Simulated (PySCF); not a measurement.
## Ge (germanium, neutral) across methods

[Ar] 3d10 4s1 4p3, high-spin 5S determinant (an excited configuration). Computed with PySCF 2.14 in aug-cc-pVQZ-DK (8s7p5d3f2g, 93 functions), with the spin-free X2C one-electron Hamiltonian (Gaussian nucleus). The B2PLYP total includes its PT2 part (frozen core); its orbital energies are those of the SCF part.

| method | E (hartree) | mean ε 3d β (eV) | mean ε 4s α (eV) | mean ε 4p α (eV) | Σ⟨r²⟩ (bohr²) | ⟨S²⟩ |
| --- | --- | --- | --- | --- | --- | --- |
| LC-wPBE | -2098.293 | -35.836 | -18.986 | -9.042 | 41.03 | 6.002 |
| r2SCAN | -2098.521 | -30.812 | -14.277 | -5.677 | 41.14 | 6.003 |
| B2PLYP | -2098.099 | -37.939 | -17.154 | -7.289 | 41.59 | 6.001 |
| LDA | -2095.217 | -30.680 | -13.651 | -5.409 | 41.81 | 6.001 |
| BLYP | -2098.605 | -30.312 | -13.238 | -5.016 | 42.09 | 6.001 |
| CAM-B3LYP | -2098.652 | -35.443 | -17.003 | -7.515 | 41.56 | 6.001 |
| PBE | -2098.230 | -30.333 | -13.522 | -5.344 | 41.85 | 6.001 |
| PBE0 | -2098.272 | -34.057 | -15.409 | -6.432 | 41.47 | 6.001 |
| UHF | -2096.92867 | -44.366 | -20.479 | -9.293 | 41.56 | 6.003 |
